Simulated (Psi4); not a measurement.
Cl2Sn (SMILES [Cl][Sn][Cl]), singlet, geometry from GFN2-xTB (such geometries of metal compounds can be far from the true shape) (core potentials on Sn), atoms displaced at random by about 0.002 Å a coordinate; R2SCAN/def2-SVP in Psi4.

The Psi4 input:
```
memory 2 GB

molecule mol {
0 1
Sn    0.011601   -0.005277    0.623547
Cl    1.123738    1.429025   -0.909773
Cl   -1.157210   -1.396190   -0.915784
}

set {
  basis def2-svp
  reference rks
}

energy('r2scan')
print_variables()
```

Task: Write the output that Psi4 gives for this input, abridged.

Result: 
```
   => Loading Basis Set <=

    Name: DEF2-SVP
    Role: ORBITAL
    Keyword: BASIS

    !!!  WARNING: ECP capability is in beta. Please check occupations closely.  !!!

         ---------------------------------------------------------
                                   SCF
               by Justin Turney, Rob Parrish, Andy Simmonett
                          and Daniel G. A. Smith
                              RKS Reference
         ---------------------------------------------------------

  ==> Geometry <==

    Molecular point group: cs
    Full point group: Cs

    Geometry (in Angstrom), charge = 0, multiplicity = 1:

       Center              X                  Y                   Z               Mass
    ------------   -----------------  -----------------  -----------------  -----------------
         SN          -0.000338733037    -0.566140430748     0.000000000000   119.902201630000
         CL          -1.814946987597     0.967592935538     0.000000000000    34.968852682000
         CL           1.816108445118     0.973605556038     0.000000000000    34.968852682000

  Running in cs symmetry.

  Rotational constants: A =      0.16160  B =      0.07313  C =      0.05035 [cm^-1]
  Rotational constants: A =   4844.72847  B =   2192.28513  C =   1509.30875 [MHz]
  Nuclear repulsion =  208.529087527601916

  Charge       = 0
  Multiplicity = 1
  Electrons    = 56
  Nalpha       = 28
  Nbeta        = 28

  ==> Algorithm <==

  SCF Algorithm Type is DF.
  DIIS enabled.
  MOM disabled.
  Fractional occupation disabled.
  Guess Type is SAD.
  Energy threshold   = 1.00e-06
  Density threshold  = 1.00e-06
  Integral threshold = 1.00e-12

  ==> Primary Basis <==

  Basis Set: DEF2-SVP
    Blend: DEF2-SVP
    Number of shells: 26
    Number of basis functions: 62
    Number of Cartesian functions: 66
    Spherical Harmonics?: true
    Max angular momentum: 2

  Core potential: DEF2-SVP
    Number of shells: 4
    Number of ECP primitives: 18
    Number of ECP core electrons: 28
    Max angular momentum: 3

  ==> DFT Potential <==

   => LibXC <=

    Version 7.1.2
    S. Lehtola, C. Steigemann, M. J. T. Oliveira, and M. A. L. Marques,  SoftwareX 7, 1–5 (2018) (10.1016/j.softx.2017.11.002)

   => Composite Functional: R2SCAN <=

    r2SCAN Meta-GGA XC Functional  (0.1021/acs.jpclett.0c02405)
    J. W. Furness, A. D. Kaplan, J. Ning, J. P. Perdew, J. Sun  J. Phys. Chem. Lett.  11, 8208–8215, 2020

    Deriv               =              1
    GGA                 =           TRUE
    Meta                =           TRUE

    Exchange Hybrid     =          FALSE
    MP2 Hybrid          =          FALSE

   => Exchange Functionals <=

    1.0000   XC_MGGA_X_R2SCAN

   => Correlation Functionals <=

    1.0000   XC_MGGA_C_R2SCAN

   => LibXC Density Thresholds  <==

    XC_MGGA_C_R2SCAN:  1.00E-15
    XC_MGGA_X_R2SCAN:  1.00E-11

   => Molecular Quadrature <=

    Radial Scheme          =       TREUTLER
    Pruning Scheme         =           NONE
    Nuclear Scheme         =       TREUTLER

    Blocking Scheme        =         OCTREE
    BS radius alpha        =              1
    Pruning alpha          =              1
    Radial Points          =             75
    Spherical Points       =            302
    Total Points           =          63096
    Total Blocks           =            550
    Max Points             =            255
    Max Functions          =             57
    Weights Tolerance      =       1.00E-15

   => Loading Basis Set <=

    Name: (DEF2-SVP AUX)
    Role: JKFIT
    Keyword: DF_BASIS_SCF

  ==> Integral Setup <==

  SCF_SUBTYPE=INCORE selected. In-core MEM_DF algorithm will be used.
  Using in-core AOs.

  ==> MemDFJK: Density-Fitted J/K Matrices <==

    J tasked:                   Yes
    K tasked:                    No
    wK tasked:                   No
    Algorithm:                 Core
    Schwarz Cutoff:           1E-12
    Mask sparsity (%):       3.0697
    Fitting Condition:        1E-10

   => Auxiliary Basis Set <=

  Basis Set: (DEF2-SVP AUX)
    Blend: DEF2-UNIVERSAL-JKFIT
    Number of shells: 122
    Number of basis functions: 474
    Number of Cartesian functions: 619
    Spherical Harmonics?: true
    Max angular momentum: 5

  Minimum eigenvalue in the overlap matrix is 2.9703759782E-02.
  Reciprocal condition number of the overlap matrix is 9.1696246417E-03.
    Using symmetric orthogonalization.

  ==> Pre-Iterations <==

  SCF Guess: Superposition of Atomic Densities via on-the-fly atomic UHF (no occupation information).

   -------------------------
    Irrep   Nso     Nmo
   -------------------------
     A'        44      44
     A"        18      18
   -------------------------
    Total      62      62
   -------------------------

  ==> Iterations <==

                           Total Energy        Delta E     RMS |[F,P]|

   @DF-RKS iter SAD: -1133.20680711870273   -1.13321e+03   0.00000e+00
   @DF-RKS iter   1: -1134.46988326840687   -1.26308e+00   8.08022e-03 DIIS/ADIIS
   @DF-RKS iter   2: -1134.48208880653397   -1.22055e-02   7.14264e-03 DIIS/ADIIS
   @DF-RKS iter   3: -1134.53683291186371   -5.47441e-02   1.94342e-03 DIIS/ADIIS
   @DF-RKS iter   4: -1134.54317867942564   -6.34577e-03   2.98567e-04 DIIS/ADIIS
   @DF-RKS iter   5: -1134.54328900694372   -1.10328e-04   7.92432e-05 DIIS
   @DF-RKS iter   6: -1134.54329769993501   -8.69299e-06   2.17855e-05 DIIS
   @DF-RKS iter   7: -1134.54329830477081   -6.04836e-07   1.22645e-05 DIIS
   @DF-RKS iter   8: -1134.54329855069113   -2.45920e-07   2.36862e-06 DIIS
   @DF-RKS iter   9: -1134.54329855987453   -9.18340e-09   3.90106e-07 DIIS
  Energy and wave function converged.

  ==> Post-Iterations <==

   Electrons on quadrature grid:
      Ntotal   =   56.0000018915 ; deviation = 1.892e-06

    Orbital Energies [Eh]
    ---------------------

    Doubly Occupied:

[...]
      21Ap    -0.260959

    Virtual:

[...]
      44Ap    51.620282

    Final Occupation by Irrep:
             Ap   App
    DOCC [    21,    7 ]
    NA   [    21,    7 ]
    NB   [    21,    7 ]

  @DF-RKS Final Energy: -1134.54329855987453

   => Energetics <=

    Nuclear Repulsion Energy =            208.5290875276019165
    One-Electron Energy =               -2063.4796364758658456
    Two-Electron Energy =                 795.0383903110700885
    DFT Exchange-Correlation Energy =     -74.6311399226805321
    Empirical Dispersion Energy =           0.0000000000000000
    VV10 Nonlocal Energy =                  0.0000000000000000
    Total Energy =                      -1134.5432985598745290

Computation Completed

Properties will be evaluated at   0.000000,   0.000000,   0.000000 [a0]

Properties computed using the SCF density matrix

 Multipole Moments:

 ------------------------------------------------------------------------------------
     Multipole            Electronic (a.u.)      Nuclear  (a.u.)        Total (a.u.)
 ------------------------------------------------------------------------------------

 L = 1.  Multiply by 2.5417464519 to convert [e a0] to [Debye]
 Dipole X            :         -0.0323595            0.0232297           -0.0091298
 Dipole Y            :        -40.0402565           38.8249616           -1.2152949
 Dipole Z            :          0.0000000            0.0000000            0.0000000
 Magnitude           :                                                    1.2153292

 ------------------------------------------------------------------------------------

  Variable Map:
  ----------------------------------------------------------------------------
[...]
  Array Variable Map:
  ----------------------------------------------------------------------------
[...]
[...]
```
